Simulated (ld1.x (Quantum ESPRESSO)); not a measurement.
## F (Z = 9): one change to a TM potential, before and after

- Element: F
- Generator: ld1.x (Quantum ESPRESSO) 7.5
- Type: norm-conserving Troullier–Martins (Kleinman–Bylander form)
- Functional: LDA (PZ)
- Relativity: scalar-relativistic
- Frozen core: [He]
- Valence charge: 7
- Reference configuration: 2s1 2p6
- Partial waves: 2s (bound): rc 0.50 bohr; 2p (bound): rc 1.80 bohr; 3d channel at 0.05 Ry: rc 1.85 bohr
- Local potential: the d channel
- Core correction: none

Change: wave 2p (bound): rc 1.80 bohr becomes 2p (bound): rc 1.40 bohr.

Cutoffs: the cutoffs (Ry, on a coarse ladder) from which the occupation-weighted sum of valence levels, in a spherical-Bessel basis at the reference potential, stays within 10 and 1 mRy of its value at 400 Ry; they do not see the model core or the augmentation charge, which bear on the density cutoff. Errors are all-electron minus pseudo energies relative to the spin-unpolarised reference configuration.

Predict the effect on cutoff, ghosts and configuration errors.

Both files keep a bound ghost (s); of the 9 tests that both files solve, the error grows in 3 and shrinks in 6 by more than 15 % and 0.3 meV (median size 42.0 → 51.4 meV); the range in which the p phases agree widens (upper end 1.8 → at the end of the scan).

```tsv
quantity	base	changed
cutoff, loose	260 Ry	260 Ry
cutoff, tight	over 300 Ry	over 300 Ry
loose cutoff by channel (10 mRy a level)	s 260 Ry, p 45 Ry	s 260 Ry, p 70 Ry
bound ghosts	s	s
error for 2s2 2p5, meV [ΔE -18.39 eV]	+15	+32
error for 2s2 2p4, meV [ΔE 1.16 eV]	+285	+141
error for 2s2 2p3, meV [ΔE 39.68 eV]	+1123	+488
error for 2s2 2p1, meV [ΔE 186.28 eV]	+7376	+3243
error for 2s2 2p2, meV [ΔE 100.41 eV]	+3180	+1364
error for 2s1 2p5, meV [ΔE 19.82 eV]	+42	+16
error for 2s2 2p5.3, meV [ΔE -21.12 eV]	-17	+20
error for 2s1 2p6 (spin-polarised), meV [ΔE -0.46 eV]	+20	+13
error for 2s2 2p5 (spin-polarised), meV [ΔE -18.77 eV]	+14	+51
s: phases at 2.01 bohr within 0.05 rad from the reference energy up to (Ry; the scan ends near 5)	1.7	1.7
p: phases at 2.01 bohr within 0.05 rad from the reference energy up to (Ry; the scan ends near 5)	1.8	to the end of the scan
d: phases at 2.01 bohr within 0.05 rad from the reference energy up to (Ry; the scan ends near 5)	to the end of the scan	to the end of the scan
```

 A true bound ghost makes a file unfit for plane-wave use even where its test errors are small: the radial tests pick states by their node count and pass the ghost by.
